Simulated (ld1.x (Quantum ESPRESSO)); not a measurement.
# Ir (Z = 77): one change to a TM potential, before and after

```json
{
 "Element": "iridium",
 "Generator": "ld1.x (Quantum ESPRESSO) 7.5",
 "Type": "norm-conserving Troullier–Martins (Kleinman–Bylander form)",
 "Functional": "PBE",
 "Relativity": "scalar-relativistic",
 "Frozen core": "[Xe] 4f14",
 "Valence charge": "9",
 "Reference configuration": "5d7 6s1.5 6p0 (charge +0.5)",
 "Partial waves": "6p (bound, empty): rc 3.55 bohr; 5d (bound): rc 1.30 bohr; 6s (bound): rc 2.20 bohr",
 "Local potential": "the s channel",
 "Core correction": "Bessel-smoothed model core, default radius (core density twice the valence density)"
}
```

Change: all radii but the core radius scaled by about 0.89 (s 1.96, p 3.16, d 1.16 bohr).

Cutoffs: the cutoffs (Ry, on a coarse ladder) from which the occupation-weighted sum of valence levels, in a spherical-Bessel basis at the reference potential, stays within 10 and 1 mRy of its value at 400 Ry; they do not see the model core or the augmentation charge, which bear on the density cutoff. Errors are all-electron minus pseudo energies relative to the spin-unpolarised reference configuration.

Problem. How do hardness, ghosts and transferability respond?

Solution. The potential gets harder (40 Ry and 70 Ry → 90 Ry and 140 Ry); of the 7 tests that both files solve, the error grows in 0 and shrinks in 2 by more than 15 % and 0.3 meV (median size 39.7 → 33.0 meV); neither file shows a bound ghost. A smaller radius makes the pseudo-wave follow the all-electron one further in, where it bends more sharply, so more plane waves are needed.

```csv
quantity,base,changed
"cutoff, loose",40 Ry,90 Ry
"cutoff, tight",70 Ry,140 Ry
loose cutoff by channel (10 mRy a level),"d 35 Ry, s 8 Ry","d 35 Ry, s 15 Ry"
bound ghosts,none,none
"error for 5d7 6s2 6p0, meV [ΔE -4.03 eV]",-0.3,+0.2
"error for 5d7 6s1 6p0, meV [ΔE 5.84 eV]",-4.7,-4.1
"error for 5d7 6s0 6p0, meV [ΔE 23.31 eV]",-40,-33
"error for 5d6 6s2 6p0, meV [ΔE 8.16 eV]",-83,-65
"error for 5d7 6s0 6p1, meV [ΔE 12.32 eV]",-9.8,-11
"error for 5d5 6s0 6p0, meV [ΔE 97.43 eV]",-622,-622
"error for 5d6 6s2 6p1, meV [ΔE 3.13 eV]",-114,-105
```
